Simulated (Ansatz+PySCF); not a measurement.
Two shapes of singlet H₆.

Shape 1:

```xyz
6

H     1.5000    0.0000    0.0000
H     0.7500    1.2990    0.0000
H    -0.7500    1.2990    0.0000
H    -1.5000    0.0000    0.0000
H    -0.7500   -1.2990    0.0000
H     0.7500   -1.2990    0.0000
```

Shape 2:

```xyz
6

H     2.2000    0.0000    0.0000
H     1.1000    1.9053    0.0000
H    -1.1000    1.9053    0.0000
H    -2.2000    0.0000    0.0000
H    -1.1000   -1.9053    0.0000
H     1.1000   -1.9053    0.0000
```

Basis set: cc-pVDZ (spherical functions). All electrons are correlated. Charge 0, multiplicity 1.

Computed with Ansatz (development build ahead of 0.2.0); each method stands on the lowest determinant of its kind that the runs found.

**Question.** Which shape is lower in energy, and by how much in each method?

**Answer.**

| method | E(2) − E(1) (eV) |
| --- | --- |
| UHF-CCSDT(Q) | 5.072 |
| PBE (unrestricted) | 5.863 |
| PBE0 (unrestricted) | 5.304 |
| ωB97X (restricted) | 8.380 |
| ωB97X (unrestricted) | 5.572 |

Shape 1 is lower. Caution for UHF-CCSDT(Q): bonds are stretched, where a single reference can fail. Caution for UHF-CCSDT(Q), PBE0 (unrestricted), ωB97X (unrestricted): the unrestricted determinant is a mixture of spin states; the determinant breaks the point group. Caution for PBE (unrestricted): the unrestricted determinant is spin contaminated. Caution for ωB97X (restricted): an unrestricted determinant lies well below.
